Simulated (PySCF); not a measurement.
**Vibration and rotation of MoO**

PBE0 constants of MoO, ⁵Π (quintet), unpaired electrons σ ↑, π ↑, δ ↑↑ (PySCF, scalar-relativistic core potentials, basis sets Mo cc-pVDZ-PP with ECP28, O cc-pVDZ; masses 97.9054 and 15.9949 u):

| Property | Result |
| --- | --- |
| ωe | 963.3 cm⁻¹ |
| ωexe | 6.13 cm⁻¹ |
| Be | 0.4264 cm⁻¹ |
| αe | 0.00247 cm⁻¹ |
| De to Mo (4d5 5s1) + O | 4.95 eV |

**Question.** What force constant and bond length do these constants imply?

**Answer.** Reduced mass μred = 13.749 u; k = 5.8918×10⁻⁷·μred·ωe² (u, cm⁻¹, mdyn/Å) = 7.52 mdyn/Å; Re = √(16.8576/(μred·Be)) (u, cm⁻¹, Å) = 1.696 Å.

**Question.** Estimate the centrifugal constant D from the Kratzer relation and find the Dunham coefficient a1.

**Answer.** D = 4Be³/ωe² = 3.34e-07 cm⁻¹; a1 = −1 − αeωe/(6Be²) = -3.18.

The metal atom is held in its measured ground configuration; semilocal functionals can put another filling of s and d lower by some tenths of an eV, and De to that atom would be smaller. These are scalar-relativistic numbers at best; spin–orbit coupling would shift them, the dissociation energy most. With d or f electrons several states lie close, and the lowest PBE0 determinant need not be the measured ground state.
